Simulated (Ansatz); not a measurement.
Reaction (silylene formation by 1,1-elimination): `F[SiH](F)S[SiH3]` → `F[Si]F` + `[SiH3]S`

Program: Ansatz. Geometries: PBE0-D4/def2-TZVP. ΔE: electronic, gas phase. CCSD(T)/CBS is the MP2 limit (def2-TZVPP, def2-QZVPP) plus CCSD(T) − MP2 in def2-TZVPP, frozen cores. This one scheme is used for every species. Functionals use def2-TZVPP. One conformer a species, not always the lowest.

CCSD(T)/CBS gives +51.0 kcal/mol.

Problem. Another level gave +47.8 kcal/mol. Which?
A. CCSD(T)/def2-TZVPP
B. MP2/def2-TZVPP
C. B2PLYP/def2-TZVPP
D. PBE/def2-TZVPP

Solution. C. B2PLYP 47.8, MP2/def2-TZVPP 53.6, CCSD(T)/def2-TZVPP 49.3, PBE 46.0 kcal/mol.

Largest T1 diagnostic among the species: 0.015.

The D4 term adds +4.4 kcal/mol with B3LYP and +2.4 kcal/mol with PBE0; it sums over pairs of atoms, weighted by their polarisabilities, and B3LYP, whose exchange is more repulsive, gets the larger term. From PBE to PBE0 (25 % exact exchange), in def2-TZVPP and without D4, ΔE moves by +4.5 kcal/mol.

B3LYP here is the variant with VWN-RPA as its local correlation; programs differ in this.
